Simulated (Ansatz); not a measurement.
Molecule: trifluoro(methyl)germane, CH$_{3}$F$_{3}$Ge (charge 0, singlet). SMILES: [F][Ge]([F])([CH3])[F]
Geometry: optimised at B3LYP-D3(BJ)/def2-TZVP (Ansatz, a quantum-chemistry and plane-wave program).

Wanted: atomisation energy (electronic, to ground-state atoms), in kcal/mol. Cores are frozen in the correlated levels unless marked. UHF or UKS for open shells. Spin-orbit coupling is left out. Frozen are the shells of the preceding noble gas and the d and f shells that filled before the atom's block. Non-relativistic. The coupled-cluster limit lacks core correlation, which all-electron functionals hold. Basis-set limits of correlation are two-point, X^-3; Hartree-Fock from the larger set.

```tsv
level	program	atomisation energy (kcal/mol)
revPBE/def2-TZVPD	Ansatz	[?]
r2SCAN-D4/def2-TZVPD	Ansatz + dftd4	731.3
PBE-QIDH/def2-TZVPD	Ansatz	[?]
RPA@PBE/cc-pVQZ	Ansatz	681.8
SCS-MP2/cc-pVQZ	Ansatz	742.9
CCSD(T)/CBS(aug-cc-pVTZ,aug-cc-pVQZ)	Ansatz	[?]
```

Fill in the missing entries.


- revPBE/def2-TZVPD, atomisation energy (kcal/mol): 708.5
- PBE-QIDH/def2-TZVPD, atomisation energy (kcal/mol): 723.0
- CCSD(T)/CBS(aug-cc-pVTZ,aug-cc-pVQZ), atomisation energy (kcal/mol): 739.2
